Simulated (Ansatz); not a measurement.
Input for Ansatz (a quantum-chemistry and plane-wave program): R-BHLYP/def2-TZVPP on F2S (SMILES FSF).

Ansatz 0.2 input:
```yaml
crystal:
  periodic: [false, false, false]
  atoms:
    - {symbol: S, position_ang: [-0.00000000, 0.00000000, -0.69673037]}
    - {symbol: F, position_ang: [1.21835741, -0.00000000, 0.34841519]}
    - {symbol: F, position_ang: [-1.21835741, -0.00000000, 0.34841519]}
basis:
  gaussian:
    orbitals: def2-TZVPP
hamiltonian:
  xc: {name: BHLYP}
scf: {lower_state_search: off}
```

Output:

```
WARN ansatz: RAYON_NUM_THREADS=4 ignored (pool sized by the plan → 4); use --threads N
Functional definition: BHLYP
these checks for a lower state are left out or cut short: stability, starts, cluster_reference, orbital_swaps, neighbouring_geometries, increment
integrals: 0.03 GiB planned
685 factors; their error is unknown
mean field: 0.28 GiB planned
mean field evaluation 1: about -16266.5356 eV, gradient 3.5e1 eV
mean field evaluation 2: about -16265.6438 eV, gradient 4.4e1 eV
mean field evaluation 4: about -16268.2431 eV, gradient 6.1e-1 eV
mean field evaluation 8: about -16268.3190 eV, gradient 2.2e-1 eV
mean field evaluation 16: about -16268.3191 eV, gradient 1.1e-5 eV
mean field -16268.31906498 eV, -597.8496985752 hartree, gradient 4.7e-7 eV, S^2 0.000000; 0 other end points of the search recorded, 0 dependent functions left out
reference -16268.31916769 eV, -597.8497023497 hartree; 17, 17 occupied and 87, 87 virtual orbitals, 685 factors
Total energy: -16268.31916769 eV, -597.8497023497 hartree
Checks for a lower state left out: stability, starts, cluster_reference, orbital_swaps, neighbouring_geometries, increment
```

The calculation finished and met its thresholds.

Cost: about 0.6 core-seconds (a rough figure).
